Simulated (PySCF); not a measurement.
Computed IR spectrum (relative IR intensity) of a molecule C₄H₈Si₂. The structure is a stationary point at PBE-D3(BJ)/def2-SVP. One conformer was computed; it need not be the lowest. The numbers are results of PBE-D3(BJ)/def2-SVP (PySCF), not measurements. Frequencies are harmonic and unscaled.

Lines under 2 % of the strongest are left out, and lines within 2 cm⁻¹ are merged.

```json
[
 {"ν (cm⁻¹)": "364", "relative intensity": "2.6"},
 {"ν (cm⁻¹)": "606", "relative intensity": "5.1"},
 {"ν (cm⁻¹)": "629", "relative intensity": "6.7"},
 {"ν (cm⁻¹)": "647", "relative intensity": "9.5"},
 {"ν (cm⁻¹)": "684", "relative intensity": "31"},
 {"ν (cm⁻¹)": "723", "relative intensity": "16"},
 {"ν (cm⁻¹)": "805", "relative intensity": "14"},
 {"ν (cm⁻¹)": "886", "relative intensity": "62"},
 {"ν (cm⁻¹)": "901", "relative intensity": "63"},
 {"ν (cm⁻¹)": "918", "relative intensity": "17"},
 {"ν (cm⁻¹)": "976", "relative intensity": "5.8"},
 {"ν (cm⁻¹)": "980", "relative intensity": "32"},
 {"ν (cm⁻¹)": "1074", "relative intensity": "6.8"},
 {"ν (cm⁻¹)": "1230", "relative intensity": "2.1"},
 {"ν (cm⁻¹)": "1291", "relative intensity": "4.0"},
 {"ν (cm⁻¹)": "1505", "relative intensity": "4.3"},
 {"ν (cm⁻¹)": "1573", "relative intensity": "3.0"},
 {"ν (cm⁻¹)": "2148", "relative intensity": "61"},
 {"ν (cm⁻¹)": "2157", "relative intensity": "100"},
 {"ν (cm⁻¹)": "3061", "relative intensity": "4.1"},
 {"ν (cm⁻¹)": "3088", "relative intensity": "7.8"}
]
```

### Question
Which structure fits?
(A) C=C[SiH2]C#C[SiH3]
(B) [SiH3]C#C/C=C/[SiH3]
(C) [SiH3]C1=CC=C[SiH2]1
(D) C=C1C=C[SiH2][SiH2]1

### Answer
C, [SiH3]C1=CC=C[SiH2]1
